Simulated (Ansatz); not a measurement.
Basis-set series for C3H5FGe (`F[CH]1C=[CH][GeH2]1`). Charge 0, multiplicity 1. Geometry: relaxed with PBE0-D4/def2-TZVP.

```tsv
functional	basis	functions	energy (Eh)	HOMO (eV)	LUMO (eV)
PBE0-D4	def2-SVP	113	-2293.18720	-7.68	-0.34
PBE0-D4	def2-QZVPP	467	-2293.75616	-7.76	-0.57
ωB97M-V	def2-SVP	113	-2293.47738	-9.85	1.89
ωB97M-V	def2-QZVPP	467	-2294.05230	-9.95	1.31
```

Problem. Give the rows for def2-TZVPP. (Estimate.)

Solution. Computed: 
```tsv
functional	basis	functions	energy (Eh)	HOMO (eV)	LUMO (eV)
PBE0-D4	def2-TZVPP	242	-2293.69990	-7.74	-0.50
ωB97M-V	def2-TZVPP	242	-2293.99771	-9.93	1.62
```

Positive LUMOs are unbound and depend on the basis. Scalar relativity is left out up to krypton.
